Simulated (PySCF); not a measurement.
**Stretching SnF**

Set-up: basis Sn def2-SVPD with ECP28, F def2-SVPD; scalar-relativistic core potentials; PySCF 2.14. Energies in eV from Sn + F in their ground configurations at the same level. State: ²Π (doublet), unpaired electrons π ↑.

```
R (Å)     UHF  B2PLYP  UHF-MP2
1.715  -2.039  -3.764   -3.865
1.795  -2.653  -4.434   -4.536
1.874  -2.962  -4.798   -4.898
1.934  -3.052  -4.928   -5.025
1.994  -3.054  -4.968   -5.062
2.054  -2.992  -4.941   -5.030
2.134  -2.838  -4.830   -4.913
2.233  -2.572  -4.612   -4.685
2.353  -2.198  -4.287   -4.345
2.512  -1.671  -3.814   -3.848
```

Task: Put a parabola through the three lowest points of the UHF curve and estimate Re, k and ωe (reduced mass 16.4 u; 1 eV/Å² = 0.16022 mdyn/Å; ωe = 1302.8·√(k/μ) cm⁻¹).

Result: Through R = 1.934, 1.994, 2.054 Å the second-order coefficient is 8.89 eV/Å², so Re ≈ 1.966 Å, k ≈ 2.85 mdyn/Å and ωe ≈ 543 cm⁻¹. A polynomial fit of higher order to the unrounded UHF energies gives Re = 1.965 Å, k = 3.33 mdyn/Å, ωe = 587 cm⁻¹; anharmonicity and rounding make the difference.

The higher-order fit for each curve: UHF: Re = 1.965 Å, ωe = 587 cm⁻¹, De = 3.06 eV; B2PLYP: Re = 1.997 Å, ωe = 552 cm⁻¹, De = 4.97 eV; UHF-MP2: Re = 1.994 Å, ωe = 560 cm⁻¹, De = 5.06 eV.

Correlated steps freeze 5 core orbitals. Correlated levels converge slowly with the basis: in double zeta they bind strong bonds too weakly, by up to about 1 eV, and carry superposition errors of some tenths. These are scalar-relativistic numbers at best; spin–orbit coupling would shift them, the dissociation energy most. B2PLYP dipoles, levels and charges come from its SCF part alone. The state is the lowest determinant that a PBE0 search found; another state may lie lower at other levels.
